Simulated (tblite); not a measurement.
Compound: C7H16OSi.
Atom-mapped SMILES: `[CH3:1][CH2:2][CH2:3][C@@H:4]1[C@H:5]([SiH3:6])[C@@H:7]1[O:8][CH3:9]` (hydrogens: H10, H11, H12 on C1; H13, H14 on C2; H15, H16 on C3; H17 on C4; H18 on C5; H19, H20, H21 on Si6; H22 on C7; H23, H24, H25 on C9)

Computed with GFN2-xTB (tblite), gas phase: L-BFGS steps from a force-field or distance-geometry start until the largest atomic force falls under 0.01 eV/Å.

Step 62: E = -786.8625 eV
```
atom  x, y, z in Å  |  force x, y, z in eV/Å
C1      2.5841    0.6559   -0.2029    0.016   0.014  -0.012
C2      2.4078   -0.8512   -0.0720    0.008  -0.002   0.006
C3      0.9321   -1.2564   -0.0624    0.003   0.010   0.013
C4      0.1983   -0.6169    1.0916    0.005   0.009  -0.012
C5     -1.3084   -0.6490    1.2079   -0.017   0.027   0.003
Si6    -2.4067   -1.4204   -0.1119   -0.012   0.005  -0.004
C7     -0.5877    0.6360    0.8814    0.030  -0.015   0.008
O8     -0.6659    1.1273   -0.4269    0.000   0.005   0.047
C9     -1.4743    2.2672   -0.5548    0.023  -0.003   0.002
H10     3.6380    0.9227   -0.2233    0.040  -0.025  -0.022
H11     2.1203    1.1697    0.6342    0.008  -0.001   0.006
H12     2.1163    1.0103   -1.1170   -0.018   0.009  -0.013
H13     2.9074   -1.3487   -0.9060   -0.001  -0.007  -0.008
H14     2.8842   -1.1952    0.8497   -0.002  -0.003   0.018
H15     0.4664   -0.9421   -0.9970    0.003   0.007   0.026
H16     0.8541   -2.3455    0.0144    0.018   0.023   0.003
H17     0.7401   -0.6847    2.0320   -0.008   0.002  -0.029
H18    -1.6747   -0.7280    2.2259   -0.018   0.012   0.000
H19    -2.9943   -0.3841   -0.9610   -0.023  -0.019  -0.020
H20    -3.4789   -2.1005    0.6258   -0.005  -0.003  -0.034
H21    -1.6987   -2.3851   -0.9542   -0.009   0.002   0.036
H22    -0.5378    1.4265    1.6318   -0.002  -0.045  -0.009
H23    -1.0653    3.1042    0.0249   -0.020   0.011   0.032
H24    -2.5056    2.0833   -0.2319    0.021  -0.024  -0.003
H25    -1.4618    2.5291   -1.6105   -0.039   0.009  -0.036
```

Step 63: E = -786.8632 eV
```
atom  x, y, z in Å  |  force x, y, z in eV/Å
C1      2.5847    0.6554   -0.2036    0.018   0.023  -0.011
C2      2.4076   -0.8513   -0.0709    0.021  -0.003   0.002
C3      0.9325   -1.2567   -0.0611    0.003   0.012   0.008
C4      0.1994   -0.6160    1.0925   -0.006  -0.011  -0.014
C5     -1.3083   -0.6462    1.2056   -0.005  -0.004   0.015
Si6    -2.4072   -1.4181   -0.1131   -0.016   0.004  -0.007
C7     -0.5859    0.6372    0.8815    0.040  -0.011   0.011
O8     -0.6614    1.1301   -0.4255    0.010  -0.003   0.014
C9     -1.4748    2.2661   -0.5544    0.017  -0.005   0.002
H10     3.6382    0.9227   -0.2251    0.053  -0.031  -0.022
H11     2.1224    1.1710    0.6328   -0.001   0.000   0.017
H12     2.1167    1.0096   -1.1175   -0.025   0.006  -0.020
H13     2.9065   -1.3495   -0.9043    0.009  -0.012  -0.026
H14     2.8853   -1.1957    0.8498   -0.006   0.002   0.027
H15     0.4664   -0.9422   -0.9953    0.002   0.006   0.020
H16     0.8557   -2.3462    0.0146    0.010   0.032   0.011
H17     0.7417   -0.6858    2.0329   -0.028   0.008  -0.038
H18    -1.6745   -0.7276    2.2230   -0.028   0.020   0.013
H19    -2.9961   -0.3835   -0.9639   -0.018  -0.020  -0.016
H20    -3.4790   -2.0971    0.6258   -0.010  -0.002  -0.029
H21    -1.7031   -2.3865   -0.9538   -0.001   0.002   0.030
H22    -0.5372    1.4263    1.6326    0.001  -0.027   0.007
H23    -1.0720    3.1024    0.0301   -0.019   0.026   0.025
H24    -2.5054    2.0754   -0.2353   -0.001  -0.024   0.009
H25    -1.4631    2.5304   -1.6096   -0.022   0.010  -0.029
```

Question: Estimate the geometry and energy of step 64. (The exact step hangs on the optimiser's Hessian estimate; all steps are aligned on step 63, rigid shifts and turns removed.)

Answer: E = -786.8638 eV, largest force 0.063 eV/Å
```
atom  x, y, z in Å  |  force x, y, z in eV/Å
C1      2.5852    0.6550   -0.2048    0.019   0.024  -0.009
C2      2.4083   -0.8516   -0.0700    0.028   0.001  -0.003
C3      0.9335   -1.2572   -0.0595    0.006   0.013  -0.001
C4      0.2010   -0.6155    1.0933   -0.019  -0.029  -0.011
C5     -1.3076   -0.6430    1.2035    0.007  -0.034   0.021
Si6    -2.4082   -1.4142   -0.1143   -0.017   0.004  -0.007
C7     -0.5821    0.6385    0.8823    0.033  -0.005   0.008
O8     -0.6543    1.1340   -0.4230    0.009   0.009  -0.021
C9     -1.4759    2.2641   -0.5541   -0.002   0.006   0.008
H10     3.6387    0.9228   -0.2261    0.048  -0.033  -0.023
H11     2.1223    1.1719    0.6306    0.001  -0.002   0.016
H12     2.1171    1.0081   -1.1194   -0.020   0.002  -0.015
H13     2.9061   -1.3507   -0.9034    0.016  -0.013  -0.033
H14     2.8871   -1.1962    0.8501   -0.009   0.009   0.028
H15     0.4668   -0.9428   -0.9931    0.002   0.007   0.007
H16     0.8578   -2.3468    0.0152    0.003   0.032   0.019
H17     0.7433   -0.6877    2.0336   -0.039   0.011  -0.034
H18    -1.6740   -0.7271    2.2205   -0.034   0.029   0.021
H19    -2.9973   -0.3808   -0.9668   -0.012  -0.021  -0.014
H20    -3.4804   -2.0910    0.6256   -0.015  -0.001  -0.024
H21    -1.7092   -2.3874   -0.9531    0.009   0.002   0.024
H22    -0.5351    1.4254    1.6345    0.008  -0.003   0.029
H23    -1.0843    3.1015    0.0385   -0.030   0.004  -0.010
H24    -2.5075    2.0629   -0.2428    0.014  -0.017   0.011
H25    -1.4623    2.5318   -1.6096   -0.003   0.007   0.013
```

The energy changes by -0.0006 eV. The first-order estimate −F·Δx gives -0.0009 eV and the mean of the old and new forces, exact on a quadratic surface, -0.0006 eV. The step makes an angle of 78° with the force vector and moves no atom by more than 0.015 Å.

What follows is the cost of the whole relaxation. The run took 2.6 s on an Arm Neoverse N1 with one thread, shared host.
